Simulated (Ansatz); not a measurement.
```yaml
crystal:
  periodic: [false, false, false]
  atoms:
    - {symbol: C, position_ang: [-0.875828, 0.549003, -0.824050]}
    - {symbol: N, position_ang: [0.433054, 0.720205, -1.294391]}
    - {symbol: C, position_ang: [0.749557, 0.093326, 0.298258]}
    - {symbol: Si, position_ang: [-0.297335, -0.618694, 0.500014]}
    - {symbol: H, position_ang: [-1.304524, 0.806844, -1.759820]}
    - {symbol: H, position_ang: [1.766773, -0.605055, -0.615379]}
    - {symbol: H, position_ang: [1.400612, 0.769798, 0.874789]}
    - {symbol: H, position_ang: [-0.769353, -2.134051, 0.404691]}
    - {symbol: H, position_ang: [-1.155119, 0.130891, 2.061269]}
basis:
  gaussian: {orbitals: pcseg-2}
total_charge: -1
magnetization: {spin_polarized: true, initial_magnetization: 1}
hamiltonian: {xc: {name: wB97}}
relax: {f_tol: 0.001, max_steps: 2}
output: {forces: true}
```

```sh
$ ansatz run in.yaml --threads 2 --pin off --events-out ev --progress --plain --max-ram 4352MiB
```

Problem. How does Ansatz answer? (An estimate is asked.)

Solution. Computed: The run did not converge.
```
Functional definition: wB97
990 factors; their error is unknown
349 factors; integrals over basis functions are off by at most 2.3e-5 eV
mean field evaluation 1: about -11504.9857 eV, gradient 2.5e1 eV
mean field evaluation 2: about -11505.1093 eV, gradient 2.5e1 eV
mean field evaluation 4: about -11507.7572 eV, gradient 2.4e0 eV
mean field evaluation 8: about -11507.8043 eV, gradient 2.1e-1 eV
mean field evaluation 16: about -11507.7496 eV, gradient 2.5e-2 eV
mean field evaluation 32: about -11507.7497 eV, gradient 3.0e-4 eV
mean field -11507.74970521 eV, -422.9020014337 hartree, gradient 3.5e-6 eV, S^2 0.764437; 6 other end points of the search recorded, 0 dependent functions left out
reference -11507.74969506 eV, -422.9020010606 hartree; 20, 19 occupied and 174, 175 virtual orbitals, 990 factors
relax step   1: F+E_penalty+E_count = -11507.74970521 eV  Δ(F+E_penalty+E_count) = +0.000e0 eV  max|allowed force component| = 4.108e1 eV/Å  Δτ_max = 0.0000 Å  (185 SCF iters, accepted)
990 factors; their error is unknown
349 factors; integrals over basis functions are off by at most 1.9e-5 eV
mean field -11516.31892385 eV, -423.2169144103 hartree, gradient 1.3e-5 eV, S^2 0.756774; 0 other end points of the search recorded, 0 dependent functions left out
reference -11516.31891170 eV, -423.2169139636 hartree; 20, 19 occupied and 174, 175 virtual orbitals, 990 factors
relax step   2: F+E_penalty+E_count = -11516.31892385 eV  Δ(F+E_penalty+E_count) = -8.569e0 eV  max|allowed force component| = 1.855e1 eV/Å  Δτ_max = 0.1949 Å  (88 SCF iters, accepted)
Error: geometry relaxation did not converge after 2 steps: max|allowed force component| = 1.86e1 eV/Å (threshold 1.0e-3). Raise `relax.max_steps` over both its present limit and 2, loosen `relax.f_tol`, or start from a geometry closer to equilibrium. Where this run's directory can be resumed (`checkpoint.write`), a resume goes on for up to `relax.max_steps` more
```
